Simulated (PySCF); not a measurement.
Dipole moment and polarisability of SeCl2Me2

Species: SeCl2Me2, C2H6Cl2Se.
Cartesian coordinates in Å at the PBE0-D3(BJ)/def2-SVP level; atoms count from 1:
```xyz
11
C2H6Cl2Se angstrom
Se    -0.6162   -0.8211    0.0080
Cl    -0.6027   -0.7711    2.3944
Cl    -0.5894   -0.8057   -2.3780
C      1.3208   -0.7274   -0.0068
H      1.6781   -1.7591   -0.1164
H      1.6344   -0.3024    0.9526
H      1.6133   -0.1283   -0.8757
C     -1.0215    1.0757    0.0105
H     -2.1113    1.1568    0.1078
H     -0.6821    1.4823   -0.9479
H     -0.5251    1.5149    0.8824
```

Level: CAM-B3LYP/def2-SVPD (PySCF), static field, nuclei fixed, core orbitals frozen in the response. The polarisability tensor in these axes (au):

```
x    76.88  -4.90  -0.35
y    -4.90  74.26   0.62
z    -0.35   0.62 139.92
```

**Question.** Give the principal values, the mean and the anisotropy Δα = √{½[(α1 − α2)² + (α2 − α3)² + (α1 − α3)²]}.

**Answer.** Principal values 70.50, 80.63 and 139.93 au; mean 97.02 au = 14.38 Å³ = 16.00 × 10⁻⁴⁰ C²·m²/J; Δα = 64.96 au (67 % of the mean).

**Question.** What is the dipole moment, and where does it point?

**Answer.** (1.45, 1.86, -0.02) D, 2.36 D in size, pointing from the negative to the positive side. Measured along this direction, the outermost atoms are Se1, Cl2 and Cl3 at the negative end and H7 and H11 at the positive end.

**Question.** Orientational against electronic polarisability at 400 K (dilute gas, rigid molecules)?

**Answer.** In Gaussian units μ²/3kT = 33.55 Å³ against 14.38 Å³, a ratio of 2.33; the Debye molar polarisation (4π/3)N_A(α + μ²/3kT) is 120.9 cm³/mol, leaving out the vibrational part.

**Question.** Sum over states: ᾱ = Σ f/ω², ω in Eh. What share falls to these 10 lowest TDDFT singlets (eV, f)? 4.92, 0.0691; 5.20, 0.0000; 5.30, 0.0030; 5.30, 0.0028; 6.06, 0.0958; 6.12, 0.6249; 6.51, 0.0014; 6.93, 0.0001; 6.94, 0.0010; 6.95, 0.0040.

**Answer.** They add up to 16.64 au, 17.2 % of the 97.02 au; the largest single term is 12.35 au, from the state at 6.12 eV. Terms in order: 2.11, 0.00, 0.08, 0.07, 1.93, 12.35, 0.02, 0.00, 0.02, 0.06 au. Higher excitations give the rest. The strengths listed sum to 0.802.

**Question.** Molar refractivity from α?

**Answer.** Lorentz–Lorenz: R = (4π/3)N_A α = 2.5225 cm³/(mol·Å³) × 14.38 Å³ = 36.3 cm³/mol, in the limit of long wavelengths.

**Question.** What are the principal values of the traceless quadrupole moment, Θ = ½Σq(3rr − r²1), about the centre of nuclear charge?

**Answer.** -21.60, 7.78, 13.82 D·Å. The values depend on the origin, since the dipole doesn't vanish. The electronic extent ⟨r²⟩ about the same centre is 1097 bohr², a root-mean-square distance of 1.89 Å for the 86 electrons.

**Question.** What would n − 1 = 2πNα be for an ideal gas of these molecules at 298.15 K and 1 atm, electronic part alone?

**Answer.** N = p/kT = 2.4615 × 10¹⁹ cm⁻³, so n − 1 = 2π × N × 14.38 × 10⁻²⁴ cm³ = 2223 × 10⁻⁶ at long wavelengths.

Isolated species at its PBE0-D3(BJ)/def2-SVP geometry, gas phase. The calculation is non-relativistic, for selenium too.

These values come from a run that also computed excited states. On an Intel Xeon at 2.50 GHz with one thread, shared host, this took 1.8 min wall, 81 s CPU (grids of density and orbitals included) and 0.87 GiB of memory at its peak.
